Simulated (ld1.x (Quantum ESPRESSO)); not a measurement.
## u(r) = r·R(r): atom against pseudo-atom (strontium (Sr))

Columns: radius, all-electron u(r) and pseudo u(r) of the 5s shell (level -3.83 eV) of strontium in the configuration [Kr] 4d0 5s1.75 5p0.25; BP86, scalar-relativistic, TM scheme, ld1.x (Quantum ESPRESSO) 7.5.

| r (bohr) | all-electron | pseudo |
| --- | --- | --- |
| 0.210 | 0.0131 | 0.0133 |
| 0.420 | 0.1335 | 0.0275 |
| 0.630 | -0.0504 | 0.0436 |
| 0.840 | -0.2064 | 0.0626 |
| 1.050 | -0.2483 | 0.0859 |
| 1.260 | -0.1993 | 0.1145 |
| 1.470 | -0.0998 | 0.1495 |
| 1.680 | 0.0181 | 0.1917 |
| 1.890 | 0.1345 | 0.2407 |
| 2.100 | 0.2389 | 0.2949 |
| 2.310 | 0.3268 | 0.3512 |
| 2.520 | 0.3974 | 0.4056 |
| 2.730 | 0.4516 | 0.4534 |
| 2.940 | 0.4912 | 0.4914 |
| 3.150 | 0.5181 | 0.5181 |
| 3.360 | 0.5341 | 0.5341 |
| 3.570 | 0.5407 | 0.5407 |
| 3.780 | 0.5396 | 0.5396 |
| 3.990 | 0.5321 | 0.5321 |
| 4.200 | 0.5196 | 0.5196 |
| 4.410 | 0.5029 | 0.5029 |
| 4.620 | 0.4833 | 0.4833 |
| 4.830 | 0.4615 | 0.4615 |
| 5.040 | 0.4382 | 0.4382 |
| 5.250 | 0.4140 | 0.4140 |
| 5.460 | 0.3894 | 0.3894 |

Q: How many radial nodes do the two functions have?

A: The all-electron 5s function has n − l − 1 = 4 (the table is too coarse to show those close to the nucleus); the pseudo-wave has 0, since the states of the same l below it are removed with the core.

Q: At about which radius was the pseudo-wave matched?

A: 3.25 bohr. The columns agree to 0.0005 from 2.94 bohr on; several derivatives are matched, so the curves merge somewhat inside the radius.

Q: Is the pseudo-wave norm-conserving?

A: Yes: the TM scheme keeps the norm inside the radius equal to the all-electron one, which fixes the energy derivative of the logarithmic derivative at the level.
